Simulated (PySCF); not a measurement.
**How methods differ on the ionisation energy of Co⁺**

Co⁺ [Ar] 3d8 (3F) → Co²⁺ [Ar] 3d7 (4F), as a difference of total energies. All numbers are calculated (PySCF 2.14, no relativity, point nucleus, in pcseg-2 (6s4p3d2f1g, 56 functions)). Correlated levels: valence: [Ar] frozen. The calculations carry no spin-orbit coupling.

| method | ionisation energy (eV) | difference from reference (eV) |
| --- | --- | --- |
| UHF | 14.300 | -2.784 |
| M06-2X | 16.990 | -0.094 |
| PBE | 18.009 | +0.925 |
| MP2 (valence) | 16.929 | -0.155 |
| SCS-MP2 (valence) | 16.787 | -0.297 |

Reference: 17.084 eV (measured; NIST Atomic Spectra Database, ionization energies).

These non-relativistic numbers lack the scalar-relativistic shift.

The reference lies between the lowest fine-structure levels, while these numbers refer to the centres of the terms.

Errors of the correlated levels include the incompleteness of this basis and the frozen core.
